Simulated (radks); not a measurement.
Values are calculated unless marked as measured or tabulated.
Question: Species: Gd. Configuration: [Xe] 4f7 5d1 6s1 6p1 (not the ground configuration). Level of theory: Dirac Kohn-Sham, LDA (Slater exchange, Perdew-Wang correlation), spin-unpolarised, spherical densities, finite nucleus; open shells fill j = l - 1/2 first; Fermi nuclear charge, rms radius 5.1569 fm (a radial shooting solver on a logarithmic mesh with Libxc functionals). Some entries of the table are withheld. Estimate them.

orbital  occ.  eigenvalue (eV)  <r> (bohr)  <r^2> (bohr^2)
1s1/2       2        -49995.70     0.02192       0.0006559
2s1/2       2        -8252.730     0.09282         0.01023
2p1/2       2        -7840.262     0.07749        0.007422
2p3/2       4        -7145.249     0.08432        0.008656
3s1/2       2        -1829.455         (1)         0.06831
3p1/2       2        -1650.107      0.2338         0.06359
3p3/2       4        -1507.611      0.2469         0.07068
3d3/2       4        -1196.439      0.2188             (2)
3d5/2       6        -1165.361      0.2229             (3)
4s1/2       2              (4)      0.5532          0.3457
4p1/2       2        -298.7800         (5)          0.3635
4p3/2       4        -266.8992         (6)          0.4026
4d3/2       4        -151.5729      0.6305          0.4615
4d5/2       6        -145.8108      0.6410          0.4769
5s1/2       2         -50.7798       1.333           1.999
5p1/2       2         -31.4789       1.495             (7)
5p3/2       4         -27.0723       1.593             (8)
4f5/2       6         -10.1745      0.8606          0.9751
4f7/2       1          -9.4193      0.8736           1.009
6s1/2       1          -4.8997       3.883           17.12
5d3/2       1          -3.7102       2.681           8.787
5d5/2       0          -3.4238       2.771           9.410
6p1/2       1          -2.0911       5.150           30.44
6p3/2       0          -1.8122       5.496           34.63

Answer: 
(1) 3s1/2 <r> (bohr): 0.2443
(2) 3d3/2 <r^2> (bohr^2): 0.05639
(3) 3d5/2 <r^2> (bohr^2): 0.05837
(4) 4s1/2 eigenvalue (eV): -368.6057
(5) 4p1/2 <r> (bohr): 0.5650
(6) 4p3/2 <r> (bohr): 0.5948
(7) 5p1/2 <r^2> (bohr^2): 2.540
(8) 5p3/2 <r^2> (bohr^2): 2.885
